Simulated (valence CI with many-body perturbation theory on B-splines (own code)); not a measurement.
**E1 transitions of Tl LXXVI**

Computed by valence CI with perturbative core correlation (CI+MBPT): four valence electrons over a frozen Dirac-Fock core [He], radial functions for each j: 11 s, 11 p, 9 d, 7 f, 5 g, 2 h, 1 i, with the one-electron correlation potential Σ1, the two-electron term Σ2, the three-electron term Σ3, Breit, model QED; selected CI, second order for the rest (own B-spline code, finite nucleus).

The last digits are not significant, and no measured levels were compared; by estimate large intervals hold to a few tenths of a per cent, small ones and those within an open d or f shell to about a per cent. Among the levels kept, up to 310 cm⁻¹ of a level comes from second order outside the variational space, and about a tenth of that is noise between levels of different J, which matters for small intervals.

Lines 51 to 100 of 248 in falling wavelength, among levels below 16474 eV, chosen from the strongest by gf and those to the six lowest levels. Wavelengths and rates use the calculated energies. Electric multipoles are in the length gauge, E1 and E2 with the static RPA response of the core. Weak lines are less certain than strong ones. Lines between different terms over intervals too small for the method are left out, as are lines whose strength nearly cancels. The highest levels of a list are the least certain.

Levels are named by their leading jj configuration (3d3/2^4 stands for four electrons in 3d with j = 3/2), which in mixed levels can hold well under half, so a name can repeat and another be missing. Letters in brackets count levels of one name in rising energy.

```csv
λ vac (Å),Upper,Lower,A (s⁻¹),S (a.u.)
16.43,(2s 2p1/2 2p3/2 3p3/2) J=1 [b],(2s 2p1/2 2p3/2 3s) J=2 [b],2.91e+12,1.91e-02
16.31,(2s 2p1/2 2p3/2 3p3/2) J=2 [d],(2s 2p1/2 2p3/2 3s) J=2 [c],1.46e+12,1.56e-02
16.28,(2s^2 2p1/2 3p3/2) J=2,(2s^2 2p1/2 3s) J=1,3.67e+12,3.91e-02
16.22,(2s 2p1/2 2p3/2 3p3/2) J=1 [c],(2s 2p1/2 2p3/2 3s) J=1 [c],1.60e+12,1.01e-02
16.18,(2s^2 2p1/2 3p3/2) J=1,(2s^2 2p1/2 3s) J=0,2.55e+12,1.60e-02
16.15,(2s 2p1/2 2p3/2 3p3/2) J=2 [b],(2s 2p1/2 2p3/2 3s) J=3,8.53e+11,8.86e-03
16.13,(2s 2p1/2^2 3p3/2) J=2,(2s 2p1/2^2 3s) J=1,3.56e+12,3.68e-02
16.09,(2s 2p1/2 2p3/2 3p3/2) J=2 [d],(2s 2p1/2 2p3/2 3s) J=1 [b],2.23e+12,2.29e-02
16.05,(2s^2 2p3/2 3p3/2) J=2,(2s^2 2p3/2 3s) J=1,2.02e+12,2.06e-02
16.04,(2s 2p1/2 2p3/2 3p3/2) J=1 [c],(2s 2p1/2 2p3/2 3s) J=0,1.87e+12,1.14e-02
16.00,(2s 2p1/2 2p3/2 3p3/2) J=2 [a],(2s 2p1/2 2p3/2 3s) J=2 [a],9.09e+11,9.19e-03
15.90,(2s 2p1/2 2p3/2 3p3/2) J=1 [d],(2s 2p1/2 2p3/2 3s) J=1 [b],2.43e+12,1.45e-02
15.84,(2s 2p1/2 2p3/2 3p3/2) J=3 [b],(2s 2p1/2 2p3/2 3s) J=3,2.00e+12,2.74e-02
15.84,(2s^2 2p3/2 3p3/2) J=2,(2s^2 2p3/2 3s) J=2,2.00e+12,1.96e-02
7.070,(2s^2 2p3/2^2) J=2,(2s 2p1/2^2 2p3/2) J=1,6.70e+10,5.84e-05
6.690,(2s^2 2p3/2^2) J=2,(2s 2p1/2^2 2p3/2) J=2,7.69e+10,5.68e-05
5.006,(2s 2p1/2 2p3/2^2) J=2 [a],(2s^2 2p1/2 2p3/2) J=1,7.21e+12,2.23e-03
4.950,(2s 2p1/2 2p3/2^2) J=3,(2s^2 2p1/2 2p3/2) J=2,6.95e+12,2.91e-03
4.872,(2s 2p3/2^3) J=2,(2s^2 2p3/2^2) J=2,2.29e+13,6.52e-03
4.858,(2p1/2^2 2p3/2^2) J=2,(2s 2p1/2^2 2p3/2) J=1,2.14e+13,6.05e-03
4.849,(2p1/2 2p3/2^3) J=1,(2s 2p1/2 2p3/2^2) J=1 [a],3.30e+13,5.58e-03
4.833,(2s 2p1/2 2p3/2 3p3/2) J=2 [c],(2s^2 2p1/2 3p3/2) J=1,2.74e+13,7.63e-03
4.830,(2p1/2 2p3/2^3) J=2,(2s 2p1/2 2p3/2^2) J=2 [b],4.17e+13,1.16e-02
4.826,(2s 2p1/2 2p3/2 3p3/2) J=3 [c],(2s^2 2p1/2 3p3/2) J=2,2.76e+13,1.07e-02
4.823,(2p3/2^4) J=0,(2s 2p3/2^3) J=1,9.27e+13,5.13e-03
4.817,(2s 2p1/2 2p3/2 3d3/2) J=2 [c],(2s^2 2p1/2 3d3/2) J=2,2.90e+13,8.01e-03
4.812,(2s 2p1/2 2p3/2 3d3/2) J=1 [d],(2s^2 2p1/2 3d3/2) J=1,2.52e+13,4.16e-03
4.811,(2s 2p1/2 2p3/2 3d3/2) J=2 [d],(2s^2 2p1/2 3d3/2) J=1,2.68e+13,7.36e-03
4.808,(2s 2p1/2 2p3/2 3p1/2) J=1 [b],(2s^2 2p1/2 3p1/2) J=1,3.15e+13,5.18e-03
4.808,(2s 2p1/2 2p3/2 3d3/2) J=3 [c],(2s^2 2p1/2 3d3/2) J=2,2.60e+13,9.98e-03
4.807,(2s 2p1/2 2p3/2 3s) J=1 [b],(2s^2 2p1/2 3s) J=1,2.52e+13,4.14e-03
4.804,(2s 2p1/2 2p3/2 3p1/2) J=2 [c],(2s^2 2p1/2 3p1/2) J=1,2.88e+13,7.87e-03
4.803,(2s 2p1/2 2p3/2 3p1/2) J=1 [c],(2s^2 2p1/2 3p1/2) J=0,3.02e+13,4.96e-03
4.800,(2s 2p1/2 2p3/2 3d3/2) J=1 [c],(2s^2 2p1/2 3d3/2) J=2,2.78e+13,4.54e-03
4.790,(2s 2p1/2 2p3/2 3p3/2) J=2 [d],(2s^2 2p1/2 3p3/2) J=2,2.66e+13,7.22e-03
4.790,(2s 2p1/2 2p3/2 3p3/2) J=1 [c],(2s^2 2p1/2 3p3/2) J=1,1.97e+13,3.20e-03
4.788,(2p1/2^2 2p3/2 3p1/2) J=2,(2s 2p1/2^2 3p1/2) J=1,2.20e+13,5.96e-03
4.788,(2s 2p1/2 2p3/2 3s) J=2 [c],(2s^2 2p1/2 3s) J=1,2.79e+13,7.55e-03
4.786,(2s 2p1/2 2p3/2 3s) J=1 [c],(2s^2 2p1/2 3s) J=0,2.35e+13,3.82e-03
4.773,(2s 2p1/2 2p3/2 3p3/2) J=1 [d],(2s^2 2p1/2 3p3/2) J=2,1.86e+13,2.99e-03
4.773,(2s 2p1/2 2p3/2^2) J=0,(2s^2 2p1/2 2p3/2) J=1,2.41e+13,1.29e-03
4.771,(2p1/2^2 2p3/2 3s) J=2,(2s 2p1/2^2 3s) J=1,2.18e+13,5.84e-03
4.759,(2s 2p1/2 2p3/2^2) J=1 [a],(2s^2 2p1/2 2p3/2) J=2,4.64e+12,7.41e-04
4.754,(2s 2p1/2^2 2p3/2) J=1,(2s^2 2p1/2^2) J=0,3.09e+13,4.92e-03
4.745,(2s 2p1/2 2p3/2^2) J=2 [b],(2s^2 2p1/2 2p3/2) J=2,4.32e+13,1.14e-02
4.735,(2s 2p1/2 2p3/2^2) J=1 [b],(2s^2 2p1/2 2p3/2) J=2,2.53e+13,3.98e-03
4.726,(2s 2p1/2 2p3/2^2) J=1 [a],(2s^2 2p1/2 2p3/2) J=1,4.28e+13,6.69e-03
4.721,(2p1/2^2 2p3/2^2) J=0,(2s 2p1/2^2 2p3/2) J=1,4.87e+13,2.53e-03
4.712,(2s 2p1/2 2p3/2^2) J=2 [b],(2s^2 2p1/2 2p3/2) J=1,3.37e+12,8.69e-04
4.702,(2s 2p1/2 2p3/2^2) J=1 [b],(2s^2 2p1/2 2p3/2) J=1,9.66e+11,1.49e-04
```
